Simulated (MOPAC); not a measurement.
Input file for MOPAC: PM3 on PN-, 2S+1 = 2, a spin state set in the input, which need not be the lowest, a point of a bond scan (R = 1.551 Å). Charge -1.

```
PM3 1SCF PRECISE CHARGE=-1 UHF MS=0.5 THREADS=1
NP

N      0.00000000 1     0.00000000 1     0.00000000 1
P      0.00000000 1     0.00000000 1     1.55106300 1
```

The log:

```
*******************************************************************************
 **                                                                           **
 **                              MOPAC v23.2.5                                **
 **                                                                           **
 *******************************************************************************
 ** MOPAC's Digital Object Identifier: https://doi.org/10.5281/zenodo.6511958 **
 **                                                                           **
 ** Please cite the open-source release paper for use of this MOPAC version:  **
 ** J. E. Moussa and J. J. P. Stewart (2026)                                  **
 ** MOPAC: An open-source semiempirical molecular orbital program             **
 ** J. Open Source Softw., 11(119), 8025, https://doi.org/10.21105/joss.08025 **
 *******************************************************************************

                              PM3 CALCULATION RESULTS

 *******************************************************************************
 *  PM3        - The PM3 Hamiltonian to be used
 *  UHF        - UNRESTRICTED HARTREE-FOCK CALCULATION
 *
 *
 *
 *                 CHARGE ON SYSTEM = -1
 *
 *
 *
 *  MS=        - IN MECI, MAGNETIC COMPONENT OF SPIN =  0.5
 *  PRECISE    - TIGHTER CRITERIA TO BE USED
 *  1SCF       - DO 1 SCF AND THEN STOP
 *  THREADS=1  - MULTI-THREADING NOT USED
 *  T=         - A TIME OF 172800.0 SECONDS REQUESTED
 *  DUMP=N     - RESTART FILE WRITTEN EVERY 7200.0 SECONDS REQUESTED
 *******************************************************************************
PM3 1SCF PRECISE CHARGE=-1 UHF MS=0.5 THREADS=1
 NP

   ATOM   CHEMICAL          X               Y               Z
  NUMBER   SYMBOL      (ANGSTROMS)     (ANGSTROMS)     (ANGSTROMS)

     1       N          0.00000000  *   0.00000000  *   0.00000000  *
     2       P          0.00000000  *   0.00000000  *   1.55106300  *



          CARTESIAN COORDINATES

    NO.       ATOM           X           Y           Z

     1         N          0.0000      0.0000      0.0000
     2         P          0.0000      0.0000      1.5511

  N: (PM3): J. J. P. STEWART, J. COMP. CHEM. 10, 209 (1989).
  P: (PM3): J. J. P. STEWART, J. COMP. CHEM. 10, 209 (1989).

           Empirical Formula: N P  =     2 atoms



      MOLECULAR POINT GROUP   :   C*v


          UHF CALCULATION, NO. OF ALPHA ELECTRONS =    6
                           NO. OF BETA  ELECTRONS =    5

 -------------------------------------------------------------------------------
 PM3 1SCF PRECISE CHARGE=-1 UHF MS=0.5 THREADS=1
 NP



     1SCF WAS SPECIFIED, SO BFGS WAS NOT USED
     SCF FIELD WAS ACHIEVED


                              PM3 CALCULATION
                                                       MOPAC v23.2.5 Linux




          FINAL HEAT OF FORMATION =          7.22717 KCAL/MOL =      30.23847 KJ/MOL


          COSMO AREA              =         68.64 SQUARE ANGSTROMS
          COSMO VOLUME            =         51.37 CUBIC ANGSTROMS

          IONIZATION POTENTIAL    =          1.730358 EV
          ALPHA SOMO LUMO (EV)    =         -1.730  4.937
          BETA  SOMO LUMO (EV)    =         -4.351  5.417
          NO. OF ALPHA ELECTRONS  =          6
          NO. OF BETA  ELECTRONS  =          5
          MOLECULAR WEIGHT        =         44.9805         POINT GROUP:  C*v

          MOLECULAR DIMENSIONS (Angstroms)

            Atom       Atom       Distance
            P     2    N     1     1.55106
            P     2    N     1     0.00000
            N     1    P     2     0.00000


          SCF CALCULATIONS        =          1





   ATOM   CHEMICAL          X               Y               Z
  NUMBER   SYMBOL      (ANGSTROMS)     (ANGSTROMS)     (ANGSTROMS)

     1       N          0.00000000  *   0.00000000  *   0.00000000  *
     2       P          0.00000000  *   0.00000000  *   1.55106300  *

                             CARTESIAN COORDINATES

   1    N        0.000000000     0.000000000     0.000000000
   2    P        0.000000000     0.000000000     1.551063000


           Empirical Formula: N P  =     2 atoms



      MOLECULAR POINT GROUP   :   C*v


          ALPHA EIGENVALUES
 -21.06897 -11.16087  -6.47706  -5.20928  -4.95231  -1.73036   4.93661   7.66527


           BETA EIGENVALUES
 -20.72180 -10.47862  -4.79620  -4.64493  -4.35089   5.41706   5.91846   8.08089


              NET ATOMIC CHARGES AND DIPOLE CONTRIBUTIONS

  ATOM NO.   TYPE          CHARGE      No. of ELECS.   s-Pop       p-Pop
    1          N          -0.439395        5.4394     1.83092     3.60848
    2          P          -0.560605        5.5606     1.90531     3.65530
 DIPOLE           X         Y         Z       TOTAL
 POINT-CHG.     0.000     0.000     0.954     0.954
 HYBRID        -0.000    -0.000    -0.489     0.489
 SUM           -0.000    -0.000     0.465     0.465


          ATOMIC ORBITAL ELECTRON POPULATIONS

     Atom    s        px        py        pz
    1  N   1.83092   1.39217   0.95002   1.26629
    2  P   1.90531   1.60783   1.04998   0.99748


                    (SZ)    =    0.500000
                    (S**2)  =    0.759432


          ATOMIC ORBITAL SPIN POPULATIONS

    Atom   Total    s     px     py     pz
         Atomic
    1  N  0.7164  0.010  0.608  0.093  0.005
    2  P  0.2836  0.005  0.392 -0.093 -0.020

 **********************
 *                    *
 * JOB ENDED NORMALLY *
 *                    *
 **********************




 == MOPAC DONE ==
```

The run finished.

Cost: roughly 0.020 core-seconds.
